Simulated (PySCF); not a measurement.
Ge(Cl)(SH)3 (ClGeH3S3), SMILES [SH][Ge]([Cl])([SH])[SH].

Geometry optimised at ωB97X-D3(BJ)/def2-SVP. This is a generated structure with no PubChem entry under its InChIKey; it may be hypothetical. The values are those of a single conformer.

These are TDDFT-PBE/def2-SVPD (PySCF) values and carry that method's errors.

Vertical excitations. 

Computed excitation energies, oscillator strengths and character:
```csv
state,energy (eV),λ (nm),f,main pairs
S1,4.17,297,0.007,HOMO→LUMO 99 %
S2,4.48,277,0.017,HOMO−1→LUMO 98 %
S3,4.67,266,0.013,HOMO−2→LUMO 97 %
S4,5.25,236,0.002,HOMO→LUMO+1 99 %
S5,5.52,225,0.020,"HOMO−1→LUMO+1 53 %, HOMO−3→LUMO 44 %"
S6,5.57,223,0.006,"HOMO−4→LUMO 40 %, HOMO→LUMO+2 23 %, HOMO−1→LUMO+1 16 %, HOMO−3→LUMO 16 %"
S7,5.59,222,0.012,"HOMO−3→LUMO 31 %, HOMO−1→LUMO+1 28 %, HOMO−4→LUMO 25 %, HOMO→LUMO+2 7 %"
S8,5.65,220,0.015,"HOMO→LUMO+2 66 %, HOMO−4→LUMO 23 %"
S9,5.73,217,0.017,HOMO−2→LUMO+1 90 %
S10,5.90,210,0.010,"HOMO→LUMO+3 66 %, HOMO−1→LUMO+2 27 %"
T1,3.87,320,0,HOMO→LUMO 99 %
T2,4.13,300,0,HOMO−1→LUMO 99 %
T3,4.34,286,0,HOMO−2→LUMO 99 %
T4,5.10,243,0,HOMO→LUMO+1 98 %
```
Triplets are in the Tamm–Dancoff approximation, which puts them higher than full response would, so one can lie above its singlet here.
